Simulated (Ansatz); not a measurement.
Input for Ansatz (a first-principles code): R-CCSD(T)/cc-pV(D+d)Z on H2 (SMILES [H][H]). The basis file is the Basis Set Exchange's JSON of that set.

Ansatz 0.2 input:
```yaml
crystal:
  periodic: [false, false, false]
  atoms:
    - {symbol: H, position_ang: [0.00000000, 0.00000000, 0.37198582]}
    - {symbol: H, position_ang: [-0.00000000, -0.00000000, -0.37198582]}
basis:
  gaussian:
    orbitals: cc-pV_D+d_Z.json
magnetization: {spin_polarized: false}
correlation: {method: ccsd_t, electrons: outside_noble_gas}
scf: {lower_state_search: off}
```

It printed:

```
WARN ansatz: RAYON_NUM_THREADS=4 ignored (pool sized by the plan → 4); use --threads N
Functional definition: HF
these checks for a lower state are left out or cut short: stability, starts, cluster_reference, orbital_swaps, neighbouring_geometries, increment
integrals: 0.00 GiB planned
84 factors; integrals over basis functions are off by at most 1.4e-3 eV
mean field: 0.04 GiB planned
mean field evaluation 1: about -30.6428 eV, gradient 3.7e0 eV
mean field evaluation 2: about -30.6423 eV, gradient 3.7e0 eV
mean field evaluation 4: about -30.7145 eV, gradient 2.8e-2 eV
mean field evaluation 8: about -30.7144 eV, gradient 2.5e-7 eV
mean field -30.71444859 eV, -1.1287351666 hartree, gradient 2.5e-7 eV, S^2 0.000000; 0 other end points of the search recorded, 0 dependent functions left out
reference -30.71444859 eV, -1.1287351666 hartree; 1, 1 occupied and 9, 9 virtual orbitals, 84 factors
second order -0.71857632 eV of doubles, -0.00000000 eV of singles
coupled cluster: 0.04 GiB planned
cycle   1  -0.87997097 eV  change   -1.6e-1 eV  update   2.6e-2
cycle   2  -0.94439147 eV  change   -6.4e-2 eV  update   8.9e-3
cycle   3  -0.94541012 eV  change   -1.0e-3 eV  update   1.2e-3
cycle   4  -0.94547963 eV  change   -7.0e-5 eV  update   1.2e-4
cycle   5  -0.94544471 eV  change    3.5e-5 eV  update   1.1e-5
cycle   6  -0.94545110 eV  change   -6.4e-6 eV  update   1.6e-6
cycle   7  -0.94544968 eV  change    1.4e-6 eV  update   2.0e-7
perturbative correction -0.00000000 eV, -0.0000000000 hartree
Total energy: -31.65989827 eV, -1.1634798015 hartree
Checks for a lower state left out: stability, starts, cluster_reference, orbital_swaps, neighbouring_geometries, increment
```

The run converged.

Cost: about 0.25 core-seconds (a rough figure).
